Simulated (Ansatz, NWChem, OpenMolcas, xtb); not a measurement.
Ligand exchange: BH2Br + C2H3F → BH2F + C2H3Br

Species: BH2Br `BBr`, singlet; C2H3F `C=CF`, singlet; BH2F `BF`, singlet; C2H3Br (vinyl bromide) `C=CBr`, singlet. The partners trade Br for F: B–Br and C–F bonds give way to B–F and C–Br.

Shapes, held fixed at every level: PBE0-D4/def2-TZVP. Programs: Ansatz 0.2.0, NWChem 7.3.0, OpenMolcas 26.06, xtb 6.7.1. A level may come from different programs for different species; with the same settings they agree closely. The zero-point and thermal change to 298 K, harmonic and unscaled (PBE0-D4/def2-TZVP), is +0.3 kJ/mol.

```tsv
level	kind	ΔH(298 K) (kJ/mol)	less CCSD(T)/def2-TZVPP
GFN0-xTB	semi-empirical	-54.8	+22.6
PBE-D4/def2-TZVPP	GGA	-68.6	+8.8
r2SCAN-D4/def2-TZVPP	meta-GGA	-69.7	+7.7
B3LYP/6-31G* (Cartesian functions)	global hybrid	-74.0	+3.4
B3LYP-D4/def2-TZVPP	global hybrid	-75.6	+1.8
wB97X-V/def2-TZVPP	range-separated hybrid	-71.0	+6.4
B2PLYP/def2-TZVPP	double hybrid	-77.3	+0.1
CCSD(T)/def2-TZVPP	coupled cluster or CI	-77.4	0.0
```

The highest level, CCSD(T)/def2-TZVPP, gives ΔH(298 K) = -77.4 kJ/mol; the levels span -77.4 to -54.8. The column of differences is taken from that level and isn't an error. No measured value is set beside it here. Relativity is left out for Br. Outer-core shells of Br are correlated in most correlated rows, in sets that cover them unevenly.
